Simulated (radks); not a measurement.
The numbers below are computed, except where a source is named.
Fractional charge and spin in the 3s shell of chlorine: the spin-up occupation runs from 0 to 1 and the spin-down occupation from 0 to 1; the fullest corner is Cl, [Ne] 3p(up 2.5, down 2.5) 3s(up 1, down 1). Code: a radial shooting solver on a logarithmic mesh with Libxc functionals. Model: scalar-relativistic Kohn-Sham, PBE, spin-polarised, spherical densities, finite nucleus; Fermi nuclear charge, rms radius of each element as measured or else 0.836 A^(1/3) + 0.57 fm. Energy (eV) above the fullest corner. The planes named below are the two flat planes that join the four corners, with an edge along up + down = one added electron.

| down \ up | 0 | 0.25 | 0.5 | 0.75 | 1 |
|---|---|---|---|---|---|
| 0 | 65.897 | 54.786 | 44.484 | 34.978 | 26.253 |
| 0.25 | 54.786 | 44.571 | 35.148 | 26.502 | 18.616 |
| 0.5 | 44.484 | 35.148 | 26.584 | 18.776 | 11.707 |
| 0.75 | 34.978 | 26.502 | 18.776 | 11.785 | 5.509 |
| 1 | 26.253 | 18.616 | 11.707 | 5.509 | 0.000 |

Corners above the fullest one (they belong to Cl+ and the next ion): (up 1, down 0) 26.253 eV, (up 0, down 1) 26.253 eV, (up 0, down 0) 65.897 eV. With half an added electron in each spin the energy lies 0.331 eV from the planes, and with half an added electron in spin up alone -1.591 eV. The planes are only a guide here: the flat-plane condition holds for ground states with one frontier orbital, while this shell lies below other occupied shells, so the corners above the fullest one are inner-hole states and not the ground states of those ions.
